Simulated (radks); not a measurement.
Values are calculated unless marked as measured or tabulated.
Task: Coulomb parameter of the 3d shell of the zinc ion Zn2+ in the model configuration [Ar] 3d8.5 4s1.5, as a second difference U = [E(n + 0.25) + E(n - 0.25) - 2 E(n)] / (0.25)^2 with all orbitals relaxed. "Bare": the charge of the atom changes with n. "Screened": the 4s shell takes up the change at fixed total charge, which measures U(3d,3d) + U(4s,4s) - 2 U(3d,4s). Level of theory: scalar-relativistic Kohn-Sham, PBE, spin-unpolarised, spherical densities, finite nucleus; Fermi nuclear charge, rms radius 3.9283 fm (a radial shooting solver on a logarithmic mesh with Libxc functionals). Estimate both.

Result: U(bare) = 20.440 eV, U(screened by 4s) = 5.581 eV, against the Slater integral F0(3d,3d) = 31.100 eV with frozen orbitals.
